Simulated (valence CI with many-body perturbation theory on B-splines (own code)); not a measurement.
Assign the levels of As10+

Calculated by relativistic CI+MBPT: five valence electrons over a frozen Dirac-Fock core [Ar], radial functions for each j: 7 s, 7 p, 8 d, 6 f, 4 g, 1 h, with the one-electron correlation potential Σ1 (screened to all orders), the two-electron term Σ2, the three-electron term Σ3, Breit, model QED; selected single and double excitations, second order for the rest, scaled by the run's own slope (own B-spline code, finite nucleus).

No measured spectrum was set against this ion. As an estimate, terms of the open shell hold to 2 to 4 % of their energy, and close levels can change places. Among the levels kept, up to 1200 cm⁻¹ of a level comes from second order outside the variational space, and about a tenth of that is noise between levels of different J, which matters for small intervals. Excitations out of the core, of the other parity, are not computed and may begin above about 68.1 eV (a cautious bound); beyond it only levels of the ground parity were kept, without lifetimes.

| No. | J | Parity | E (cm⁻¹) | g |
| --- | --- | --- | --- | --- |
| 1 | 5/2 | even | 0.0 | 1.997 |
| 2 | 5/2 | even | 61914 | 0.587 |
| 3 | 11/2 | even | 62158 | 1.270 |
| 4 | 7/2 | even | 62373 | 0.987 |
| 5 | 9/2 | even | 62551 | 1.171 |
| 7 | 3/2 | even | 68843 | 1.597 |
| 8 | 1/2 | even | 70221 | 2.363 |
| 9 | 7/2 | even | 75442 | 1.420 |
| 10 | 1/2 | even | 77261 | 0.299 |
| 11 | 5/2 | even | 78017 | 1.417 |
| 12 | 3/2 | even | 78146 | 1.319 |
| 13 | 11/2 | even | 89706 | 0.932 |
| 14 | 13/2 | even | 90636 | 1.076 |
| 16 | 3/2 | even | 97901 | 0.719 |

Energies count from the lowest level. Strongly mixed levels and levels close to another of their J and parity are left out, so the numbers can have gaps.

**Question.** Give configuration and LS term of each level.

**Answer.** 1: 3d5 6S; 2: 3d5 4G; 3: 3d5 4G; 4: 3d5 4G; 5: 3d5 4G; 7: 3d5 4P; 8: 3d5 4P; 9: 3d5 4D; 10: 3d5 4D; 11: 3d5 4D; 12: 3d5 4D; 13: 3d5 2I; 14: 3d5 2I; 16: 3d5 2D.
